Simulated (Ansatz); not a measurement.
F3OV, SMILES `[O]=[V]([F])([F])[F]`, relaxed with RKS PBE0-D4/def2-TZVP in the Gaussian-basis code of Ansatz from a PBE-D4/def2-SVP geometry. The force threshold is 0.005 eV/Å; the program also tests the step.

Charge 0, multiplicity 1.

Start:

```xyz
5

O     1.504   -0.117   -0.457
V     0.011   -0.001   -0.003
F    -0.823    0.983   -1.138
F    -0.026    0.714    1.558
F    -0.665   -1.580    0.039
```

Question: By how much does the energy fall, and how many steps does the optimiser take? (Best estimate.)

Answer: Computed: 1.83 kJ/mol, in 3 steps.

Question: Which bonds change most? (Best estimate.)

Answer: Ansatz gave: O1–V2 from 1.564 to 1.541 Å; V2–F3 from 1.718 to 1.712 Å; V2–F4 from 1.718 to 1.712 Å; V2–F5 from 1.718 to 1.712 Å.

Question: Give the relaxed structure. (An estimate is asked.)

Answer: The calculation gave: 
```xyz
5

O     1.487   -0.116   -0.451
V     0.017   -0.001   -0.005
F    -0.818    0.979   -1.133
F    -0.024    0.711    1.551
F    -0.661   -1.573    0.039
```
